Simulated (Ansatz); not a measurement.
Clusters of 5 atoms, metal: PBE-D4/def2-TZVP single points in Ansatz on relaxed structures, gas phase. Each cluster is the lowest isomer that a short search found in that spin, judged at the geometry's level, and lower ones may exist. Core potentials for In, Ru, Sb, no spin–orbit coupling. HOMO and LUMO are taken over both spins. The structures are stationary points that may keep the symmetry of their start. Remarks come from the PBE and PBE0 runs and from stability tests at other levels; not every state was tested. HOMO above LUMO (over both spins in singlets and doublets, within one spin in higher multiplets; at PBE or PBE0), or a gap under 0.15 eV within one spin, warns that the state may not be the lowest or that an electron is smeared out.

(1) Estimate the order by LUMO (eV), lowest first.
A. Sb5⁺ (singlet)
B. Ru5⁺ (doublet)
C. In5 (doublet)

(1) B (-8.08), A (-7.64), C (-3.65).

In full:

```csv
species,atoms,state,geometry,HOMO (eV),LUMO (eV),gap (eV),lowest of the spins relaxed,point group (within 0.1 Å),remarks
Sb5⁺,5,singlet,PBE0-D4/def2-SVP,-9.59,-7.64,1.95,–,C4v,–
In5,5,doublet,PBE0-D4/def2-SVP,-4.05,-3.65,0.40,"doublet, of doublet/quartet",Cs,–
Ru5⁺,5,doublet,PBE-D4/def2-SVP,-8.59,-8.08,0.51,"doublet, of doublet/quartet/sextet",C4v,"sextet 0.06 eV lower at PBE0-D4/def2-TZVP (not tabulated), spin-contaminated (⟨S²⟩ up to 2.95), gap within one spin near zero at PBE or PBE0 (quartet), spin-contaminated (⟨S²⟩ up to 4.93) (quartet), spin-contaminated (⟨S²⟩ up to 9.87) (sextet)"
```

The gap (eV) runs from 0.40 (In5) to 1.95 (Sb5⁺).
